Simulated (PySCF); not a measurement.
C6H4S. Atoms are numbered in the order given.

```xyz
11

C      0.1478    -3.3068     0.0000
C      0.0679    -2.0954     0.0000
C     -0.0392    -0.6735     0.0000
C     -1.2889     0.0437     0.0000
C     -1.1180     1.4010     0.0000
S      0.5584     1.8381     0.0000
C      1.0453     0.1861     0.0000
H      0.2211    -4.3776     0.0000
H     -2.2597    -0.4514     0.0000
H     -1.8843     2.1744     0.0000
H      2.0987    -0.0865     0.0000
```
Charge 0, spin multiplicity 1.

Geometry: B3LYP-D3(BJ)/def2-SVP.

Calculation: B3LYP/def2-TZVP (PySCF).

The molecule is in vacuum.

total energy: -629.27274 hartree
point group: Cs
highest occupied level: -6.50 eV
lowest empty level: -1.18 eV
orbital gap: 5.32 eV
dipole moment: 0.51 D
quadrupole, principal values (traceless, Buckingham form, about the centre of nuclear charge): -9.05, 1.62, 7.43 D·Å
mean static polarisability: 86.6 bohr³ (12.83 Å³)
polarisability, principal values: 47.3, 78.1, 134.5 bohr³
